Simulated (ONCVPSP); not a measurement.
**What one change does to a pseudopotential (Cr (Z = 24), ONCV)**

| Quantity | Value |
| --- | --- |
| Element | Cr |
| Generator | ONCVPSP 4.0.1 |
| Type | optimised norm-conserving Vanderbilt (ONCV) |
| Functional | Wu-Cohen |
| Relativity | scalar-relativistic |
| Frozen core | [Ar] |
| Valence charge | 6 |
| Reference configuration | 3d5 4s1 |
| Partial waves | 4s: rc 2.85 bohr, ncon 4, nbas 7, qcut 2.3 1/bohr, 2 projectors, debl 1.9 Ha; p scattering state at 0.22 Ha: rc 2.65 bohr, ncon 5, nbas 8, qcut 2.5 1/bohr, 2 projectors, debl 1.2 Ha; 3d: rc 1.25 bohr, ncon 3, nbas 7, qcut 12.6 1/bohr, 1 projector |
| Local potential | polynomial inside 1.00 bohr (lpopt 5, dvloc0 0 Ha) |
| Core correction | Teter function, fcfact 2, rcfact 1.4 |

In the p channel the program set the typed energies aside and used 0.050, 1.250 Ha.

All-electron outer shells of the reference configuration (Wu-Cohen, scalar-relativistic, ld1.x):

```csv
shell,level (eV),outermost node (bohr),outermost maximum (bohr)
3p,-45.35,0.33,0.80
4s,-4.01,1.12,2.74
3d,-2.93,–,0.84
```

Change: core correction Teter function, fcfact 2, rcfact 1.48.

Cutoffs: the cutoffs (Ha) at which the residual kinetic energy of the hardest occupied pseudo-wave falls to 1 and 0.1 mHa per electron; they do not see the model core or the augmentation charge, which bear on the density cutoff. Errors are all-electron minus pseudo energies relative to the spin-unpolarised reference configuration.

Q: What does the change do?

A: The potential gets neither clearly harder nor softer (56 Ha and 65 Ha → 56 Ha and 65 Ha); both files keep a bound ghost (s); of the 3 tests that both files solve, the error grows in 2 and shrinks in 0 by more than 15 % and 0.3 meV (median size 74.8 → 101.5 meV). A model core, the more so a compact one, raises the density cutoff, which this test does not measure.

```csv
quantity,base,changed
"cutoff, loose",56 Ha,56 Ha
"cutoff, tight",65 Ha,65 Ha
bound ghosts,s,s
GHOST(+) flags under 300 eV,p at 24.6 eV,p at 24.6 eV
tests with a reliable result,3 of 4,3 of 4
"error for 3d5 4s0, meV [ΔE 6.84 eV]",-16,-22
"error for 3d4 4s0, meV [ΔE 22.86 eV]",-75,-122
"error for 3d4 4s1 4p1, meV [ΔE 3.56 eV]",-99,-101
s: phases at 2.89 bohr within 0.05 rad from the reference energy up to (Ha; the scan ends near 5),3.7,3.7
p: phases at 2.69 bohr within 0.05 rad from the reference energy up to (Ha; the scan ends near 5),0.9,0.9
d: phases at 1.27 bohr within 0.05 rad from the reference energy up to (Ha; the scan ends near 5),3.2,3.2
"rms error of d²Exc/dni dnj with the model core, mHa",8.58,8.29
```

 A true bound ghost makes a file unfit for plane-wave use even where its test errors are small: the radial tests pick states by their node count and pass the ghost by.
